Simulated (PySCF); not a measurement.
C₂H₈GeOSi, SMILES [GeH3]/[CH]=C\O[SiH3], singlet, GFN2-xTB optimised geometry.

```
13

Si     1.42    -2.20    -0.01
O      0.39    -0.94     0.00
C     -0.96    -0.94     0.00
C     -1.60     0.22     0.00
Ge    -0.48     1.81     0.00
H      1.19    -3.03     1.18
H      2.68    -1.48     0.00
H      1.20    -3.02    -1.21
H     -1.45    -1.91     0.00
H     -2.68     0.25     0.00
H     -1.34     3.03    -0.01
H      0.39     1.86     1.21
H      0.40     1.85    -1.21
```

Density from PySCF with PBE/def2-TZVP at that geometry.

Minimum of the electron density along straight lines between bonded atoms, close to the bond critical point (lines longer than 1.1 times the sum of covalent radii, or with two minima, are not listed):

```
bond     length / Å  ρ at the minimum / e bohr⁻³  ∇²ρ there / e bohr⁻⁵  position (fraction from the first atom)
-------  ----------  ---------------------------  --------------------  ---------------------------------------
Si1–O2        1.634                        0.139                   [?]                                     0.41
O2–C3         1.349                        0.290                 -0.42                                     0.66
C3–C4         1.325                          [?]                 -1.07                                     0.53
C4–Ge5        1.940                        0.127                  0.12                                     0.53
Si1–H6        1.466                        0.126                  0.15                                     0.50
Si1–H7        1.452                        0.129                   [?]                                     0.50
Si1–H8        1.466                        0.126                  0.15                                     0.50
C3–H9         1.085                        0.286                 -1.01                                     0.65
C4–H10        1.077                        0.282                 -0.97                                     0.64
Ge5–H11       1.497                        0.141                  0.09                                     0.60
Ge5–H12       1.492                        0.142                  0.09                                     0.60
Ge5–H13       1.492                        0.143                  0.09                                     0.60
```

**Question.** Some entries are withheld; supply them.

**Answer.** 
- Si1–O2, ∇²ρ there / e bohr⁻⁵: 0.87
- C3–C4, ρ at the minimum / e bohr⁻³: 0.355
- Si1–H7, ∇²ρ there / e bohr⁻⁵: 0.17
